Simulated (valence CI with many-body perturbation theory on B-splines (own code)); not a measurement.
E1 transitions of Pr53+

Calculated by configuration interaction combined with many-body perturbation theory (CI+MBPT): four valence electrons over a frozen Dirac-Fock core [He], radial functions for each j: 11 s, 11 p, 10 d, 8 f, 5 g, 2 h, with the one-electron correlation potential Σ1 (screened to all orders), the two-electron term Σ2, the three-electron term Σ3, Breit, model QED; selected single and double excitations, second order for the rest, scaled by the run's own slope (own B-spline code, finite nucleus).

No measured spectrum was set against this ion. As an estimate, large intervals hold to a few tenths of a per cent, small ones and those within an open d or f shell to about a per cent. Among the levels kept, up to 850 cm⁻¹ of a level comes from second order outside the variational space, and about a tenth of that is noise between levels of different J, which matters for small intervals.

Lines 201 to 250 of 549 in falling wavelength, among levels below 64053 × 10³ cm⁻¹, chosen from the strongest by gf and those to the six lowest levels. Wavelengths and rates use the calculated energies. Electric multipoles are in the length gauge, E1 and E2 with the static RPA response of the core. Weak lines are less certain than strong ones. Lines between different terms over intervals too small for the method are left out, as are lines whose strength nearly cancels. The highest levels of a list are the least certain.

Levels are named by their leading jj configuration (3d3/2^4 stands for four electrons in 3d with j = 3/2), which in mixed levels can hold well under half, so a name can repeat and another be missing. Letters in brackets count levels of one name in rising energy.

```csv
λ vac (Å),Upper,Lower,A (s⁻¹),S (a.u.) with core polarisation,S without
16.39,(2p1/2^2 2p3/2 3p3/2) J=3,(2s 2p1/2^2 3p3/2) J=2,1.04e+12,1.59e-02,1.59e-02
16.39,(2s 2p1/2 2p3/2 3p1/2) J=1 [c],(2s^2 2p1/2 3p1/2) J=0,1.54e+12,1.00e-02,1.01e-02
16.39,(2s 2p1/2 2p3/2 3d5/2) J=3 [b],(2s^2 2p1/2 3d3/2) J=2,5.74e+11,8.72e-03,8.74e-03
16.38,(2s 2p1/2 2p3/2 3d5/2) J=3 [d],(2s^2 2p1/2 3d5/2) J=3,1.47e+12,2.23e-02,2.23e-02
16.37,(2s 2p3/2^2 3d3/2) J=2 [b],(2s^2 2p3/2 3d3/2) J=1,5.15e+11,5.58e-03,5.59e-03
16.36,(2s 2p1/2 2p3/2 3p3/2) J=2 [d],(2s^2 2p1/2 3p3/2) J=1,6.01e+11,6.50e-03,6.51e-03
16.36,(2p1/2 2p3/2^2 3p1/2) J=1 [b],(2s^2 2p3/2 3d3/2) J=2,1.10e+12,7.15e-03,7.16e-03
16.34,(2p1/2^2 2p3/2 3d3/2) J=2,(2s 2p1/2^2 3d3/2) J=2,5.28e+11,5.69e-03,5.70e-03
16.33,(2s 2p1/2 2p3/2 3d5/2) J=2 [c],(2s^2 2p1/2 3d5/2) J=2,1.27e+12,1.37e-02,1.37e-02
16.33,(2s 2p1/2 2p3/2 3d5/2) J=2 [d],(2s^2 2p1/2 3d5/2) J=3,1.48e+12,1.59e-02,1.59e-02
16.33,(2s 2p1/2 2p3/2 3p1/2) J=2 [c],(2s^2 2p1/2 3p1/2) J=1,1.06e+12,1.13e-02,1.14e-02
16.33,(2s 2p1/2 2p3/2 3s) J=1 [b],(2s^2 2p1/2 3s) J=0,1.44e+12,9.31e-03,9.32e-03
16.32,(2s 2p1/2 2p3/2 3d3/2) J=1 [d],(2s^2 2p1/2 3d3/2) J=1,1.03e+12,6.64e-03,6.66e-03
16.31,(2s 2p1/2 2p3/2 3d5/2) J=1 [c],(2s^2 2p1/2 3d5/2) J=2,1.55e+12,9.96e-03,9.98e-03
16.29,(2s 2p1/2 2p3/2 3s) J=1 [c],(2s^2 2p1/2 3s) J=1,1.30e+12,8.31e-03,8.32e-03
16.28,(2s 2p3/2^2 3d3/2) J=1 [b],(2s 2p1/2 2p3/2 3p1/2) J=2 [c],1.35e+12,8.65e-03,8.66e-03
16.28,(2s 2p1/2 2p3/2 3d3/2) J=1 [c],(2s^2 2p1/2 3d3/2) J=2,1.64e+12,1.05e-02,1.05e-02
16.27,(2p1/2 2p3/2^2 3p1/2) J=0,(2s 2p1/2 2p3/2 3p1/2) J=1 [c],2.55e+12,5.42e-03,5.43e-03
16.25,(2s 2p1/2 2p3/2 3p3/2) J=2 [d],(2s^2 2p1/2 3p3/2) J=2,7.08e+11,7.50e-03,7.51e-03
16.24,(2p1/2^2 2p3/2 3d5/2) J=3,(2s 2p1/2^2 3d5/2) J=2,4.43e+11,6.55e-03,6.56e-03
16.23,(2s 2p3/2^2 3d5/2) J=3 [c],(2s^2 2p3/2 3d5/2) J=2,6.35e+11,9.38e-03,9.40e-03
16.23,(2s 2p3/2^2 3s) J=1 [b],(2s^2 2p3/2 3s) J=1,2.32e+12,1.47e-02,1.47e-02
16.22,(2s 2p3/2^2 3p3/2) J=2 [c],(2s 2p1/2 2p3/2 3s) J=2 [c],5.13e+11,5.40e-03,5.41e-03
16.21,(2s 2p3/2^2 3s) J=1 [a],(2s^2 2p3/2 3s) J=2,1.39e+12,8.75e-03,8.77e-03
16.21,(2p1/2^2 2p3/2 3d3/2) J=3,(2s 2p1/2^2 3d3/2) J=2,8.98e+11,1.32e-02,1.32e-02
16.20,(2s 2p3/2^2 3p1/2) J=1 [b],(2s^2 2p3/2 3p1/2) J=2,1.61e+12,1.01e-02,1.01e-02
16.20,(2s 2p3/2^2 3p3/2) J=2 [b],(2s^2 2p3/2 3p3/2) J=3,1.68e+12,1.76e-02,1.76e-02
16.19,(2s 2p3/2^2 3d3/2) J=3 [b],(2s^2 2p3/2 3d3/2) J=3,1.73e+12,2.54e-02,2.54e-02
16.19,(2p1/2 2p3/2^2 3p3/2) J=2 [c],(2s 2p1/2 2p3/2 3p3/2) J=3 [c],9.92e+11,1.04e-02,1.04e-02
16.18,(2s 2p3/2^2 3d5/2) J=4 [b],(2s^2 2p3/2 3d5/2) J=4,1.71e+12,3.22e-02,3.22e-02
16.16,(2s 2p3/2^2 3p1/2) J=2 [b],(2s^2 2p3/2 3p1/2) J=2,2.22e+12,2.31e-02,2.32e-02
16.16,(2s 2p3/2^2 3p1/2) J=1 [a],(2s^2 2p3/2 3p1/2) J=1,2.28e+12,1.42e-02,1.42e-02
16.15,(2p1/2^2 2p3/2 3p1/2) J=2,(2s 2p1/2^2 3p1/2) J=1,9.83e+11,1.02e-02,1.02e-02
16.14,(2p1/2 2p3/2^2 3d3/2) J=4,(2s 2p1/2 2p3/2 3d5/2) J=4 [a],3.53e+11,6.60e-03,6.61e-03
16.14,(2s 2p3/2^2 3p3/2) J=3 [b],(2s^2 2p3/2 3p3/2) J=3,1.77e+12,2.58e-02,2.58e-02
16.14,(2s 2p3/2^2 3d3/2) J=2 [c],(2s^2 2p3/2 3d3/2) J=3,1.53e+12,1.59e-02,1.59e-02
16.13,(2s 2p1/2 2p3/2 3d5/2) J=2 [b],(2s^2 2p1/2 3d3/2) J=2,6.25e+11,6.47e-03,6.49e-03
16.13,(2s 2p3/2^2 3d5/2) J=3 [b],(2s^2 2p3/2 3d5/2) J=4,1.81e+12,2.62e-02,2.63e-02
16.08,(2p1/2^2 2p3/2 3s) J=2,(2s 2p1/2^2 3s) J=1,9.22e+11,9.46e-03,9.48e-03
16.07,(2s 2p1/2 2p3/2^2) J=0,(2s^2 2p1/2 2p3/2) J=1,1.35e+12,2.76e-03,2.76e-03
16.07,(2p1/2 2p3/2^2 3d5/2) J=3,(2s 2p1/2 2p3/2 3d5/2) J=2 [a],3.88e+11,5.57e-03,5.58e-03
16.07,(2s 2p1/2 2p3/2^2) J=1 [a],(2s^2 2p1/2 2p3/2) J=2,1.16e+11,7.13e-04,7.14e-04
16.06,(2s^2 2p3/2 3p3/2) J=2,(2s^2 2p1/2 3s) J=1,5.35e+11,5.47e-03,5.48e-03
16.05,(2s 2p3/2^2 3s) J=2 [b],(2s^2 2p3/2 3s) J=2,2.12e+12,2.16e-02,2.17e-02
16.05,(2s 2p3/2^2 3d5/2) J=2 [c],(2s^2 2p3/2 3d5/2) J=3,1.84e+12,1.87e-02,1.88e-02
16.04,(2s 2p3/2^2 3p3/2) J=1 [c],(2s^2 2p3/2 3p3/2) J=2,1.58e+12,9.63e-03,9.65e-03
16.04,(2p1/2^2 2p3/2 3d5/2) J=1,(2s 2p1/2^2 3d5/2) J=2,1.16e+12,7.08e-03,7.09e-03
16.04,(2p1/2^2 2p3/2 3d3/2) J=1,(2s 2p1/2^2 3d3/2) J=1,9.68e+11,5.91e-03,5.92e-03
16.03,(2s 2p3/2^2 3d5/2) J=1 [b],(2s^2 2p3/2 3d5/2) J=2,1.56e+12,9.50e-03,9.51e-03
16.02,(2p1/2 2p3/2^2 3p1/2) J=3,(2s 2p1/2 2p3/2 3p1/2) J=3,9.92e+11,1.41e-02,1.41e-02
```
